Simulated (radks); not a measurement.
The thulium ion Tm9+, configuration [Kr] 4d10 4f11 5s2 5p1.

Method: Dirac Kohn-Sham, exchange-only PBE, spin-unpolarised, spherical densities, finite nucleus; open shells fill j = l - 1/2 first; Fermi nuclear charge, rms radius 5.2256 fm; computed with a radial shooting solver on a logarithmic mesh with Libxc functionals.

Energy parts (hartree):
total: -13553.1279
kinetic: 15010.1017
electron-nucleus: -33264.5322
Hartree: 4979.2287
exchange: -277.9260

Orbitals (lengths in bohr, moments of r in powers of bohr; r(max) is where P^2 peaks):
orbital,occ.,eigenvalue (hartree),<r>,<1/r>,<r^2>,r(max)
1s1/2,2,-2181.383,0.02001,79.07,0.0005486,0.01261
2s1/2,2,-372.4768,0.08430,19.05,0.008457,0.07207
2p1/2,2,-355.3499,0.07007,19.03,0.006088,0.05402
2p3/2,4,-319.3209,0.07746,16.42,0.007303,0.06034
3s1/2,2,-87.99819,0.2205,6.979,0.05571,0.2035
3p1/2,2,-80.44941,0.2102,6.896,0.05146,0.1911
3p3/2,4,-72.84063,0.2241,6.228,0.05826,0.2043
3d3/2,4,-59.94455,0.1973,6.115,0.04575,0.1610
3d5/2,6,-58.28104,0.2015,5.953,0.04763,0.1647
4s1/2,2,-21.74016,0.4968,2.926,0.2788,0.4645
4p1/2,2,-18.69883,0.5048,2.818,0.2902,0.4661
4p3/2,4,-16.97108,0.5361,2.588,0.3269,0.4940
4d3/2,4,-11.95443,0.5601,2.373,0.3634,0.4951
4d5/2,6,-11.63711,0.5708,2.317,0.3772,0.5040
5s1/2,2,-6.86613,1.117,1.208,1.391,1.042
5p1/2,1,-5.90106,1.195,1.116,1.597,1.105
5p3/2,0,-5.58001,1.258,1.048,1.768,1.167
4f5/2,6,-5.48531,0.6672,1.874,0.5460,0.4838
4f7/2,5,-5.43268,0.6744,1.853,0.5575,0.4885

The highest occupied level is 4f7/2 at -147.83 eV. The configuration is held as typed, so some empty levels lie below it. The density falls to 0.001 e/bohr^3 at r = 2.38 bohr.
